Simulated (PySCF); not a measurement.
**Which determinant of GeCl lies lowest?**

Unrestricted PBE0; basis Ge def2-TZVPPD, Cl def2-TZVPPD; no relativity; PySCF 2.14. Outer shells of the fragments: Ge 3d10 4s2 4p2; Cl 3s2 3p5.

Followed along the bond (rough minima from three points):

| 2Ms+1 | unpaired | ⟨S²⟩ at the start | R at minimum (Å) | Te (eV) |
| --- | --- | --- | --- | --- |
| 2 | π ↑ | 0.75 | 2.18 | 0.00 |
| 4 | σ ↑, π ↑↑ | 3.75 | 2.19 | 3.41 |

Solutions found at the starting distance of 2.130 Å, counted from the lowest of them; the search is not exhaustive and high or unbound solutions are not listed, so other states can lie among these:

```
2Ms+1   unpaired   term  E (eV)  ⟨S²⟩  ⟨Lz²⟩  μ (D)
    2        π ↑     ²Π    0.00  0.75   1.01  -1.32
    2        σ ↑    ²Σ⁺    3.08  0.75   0.00  -0.22
    4  σ ↑, π ↑↑    ⁴Σ⁻    3.41  3.75   0.00  -0.64
    2  σ ↑, π ↑↓  mixed    4.27  1.76   2.02  -0.14
    2  σ ↓, π ↑↑  mixed    4.43  1.77   0.00   0.20
    4      π ↑↑↑     ⁴Π    5.11  3.76   1.01   3.17
    4  σ ↑↑, π ↑     ⁴Π    6.33  3.76   1.00   0.23
    4  σ ↑, π ↑↑  mixed    7.56  3.76   2.02   2.34
    4  σ ↑, π ↑↑  mixed    7.78  3.76   2.02   2.37
```

A term symbol is given only where ⟨S²⟩ and ⟨Lz²⟩ are close to those of a pure state; real π, δ and φ orbitals otherwise mix terms. A positive dipole means Ge(−)Cl(+).

Spin–orbit coupling is left out. Counting both spins, an empty level lies below a filled one in some of these solutions, because spin and occupation are held.
